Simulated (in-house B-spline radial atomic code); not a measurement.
## PBE excitations of B3+

Method: PBE. Computed with an all-electron radial atomic-structure program (B-spline basis): linear response of the closed shell 1s2 with the functional's adiabatic kernel; non-relativistic, point nucleus, no spin-orbit coupling, no double excitations, S, P, D and F terms only.

Command:
```bash
python run_td.py task.json out
```
Settings (radii: box in bohr, nucleus in fm):
```
Z                        5
electrons                2
configuration            1s2
hamiltonian              nr
method                   pbe,pbe
box_radius               23.08
intervals                47
```

Time taken, with all properties: 1 thread of Intel(R) Xeon(R) Platinum 8488C (Sapphire Rapids) (shared host).

The lowest states, in the order of their Tamm-Dancoff energies; the method's threshold (minus the highest occupied level) is 231.32 eV. Labels give the largest channel, * marks a mixed state, and oscillator strengths are full-response dipole values. Semilocal kernels can invert the small singlet-triplet splittings of Rydberg terms. Energies in eV:

```csv
state,full response,Tamm-Dancoff,oscillator strength
1s → 2s 3S,187.94,187.96,-
1s → 2s 1S,?,?,-
1s → 2p 3P,192.77,192.79,-
1s → 2p 1P,195.03,195.05,0.492
1s → 3s 3S,214.66,214.66,-
1s → 3s 1S,215.48,215.50,-
1s → 3p 3P,216.01,216.02,-
1s → 3p 1P,216.52,216.53,0.0961
1s → 3d 3D,217.25,217.25,-
1s → 3d 1D,217.26,217.26,-
1s → 4s 3S,222.45,222.45,-
1s → 4s 1S,222.77,222.77,-
1s → 4p 3P,222.99,222.99,-
1s → 4p 1P,223.20,223.20,0.0367
1s → 4d 3D,?,?,-
1s → 4d 1D,223.45,223.45,-
1s → 4f 3F,223.65,223.65,-
1s → 4f 1F,223.65,223.65,-
```

Task: Where does 1s → 4d 3D lie?

Result: At 223.44 eV in full response, 223.44 eV in Tamm-Dancoff.

Task: Where does 1s → 2s 1S lie?

Result: At 191.69 eV in full response, 191.77 eV in Tamm-Dancoff.

Task: How large is the singlet-triplet splitting of 1s → 2s (S terms) in Tamm-Dancoff?

Result: 3.81 eV, from the unrounded values.

Task: What polarisabilities and dispersion coefficient does the method give?

Result: Dipole 0.02049 bohr³, quadrupole 0.003795 bohr⁵, C6 0.002749 hartree·bohr⁶ for two such species.
